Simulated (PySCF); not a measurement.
HI, optimised at PBE/def2-SVP:

```xyz
2

I      0.0043    -0.6018     0.5516
H     -0.0043     0.6018    -0.5516
```

Method: PySCF energies (xtb for GFN2) plus ideal-gas RRHO corrections (1 bar). All species are closed-shell singlets. I: scalar-relativistic def2 core potential, no spin-orbit coupling.

List the harmonic frequencies (cm⁻¹, unscaled) at this level and at the other levels, each on its own geometry.


- PBE/def2-SVP: 2250
- GFN2-xTB: 2371
- PBE0/def2-TZVP: 2344
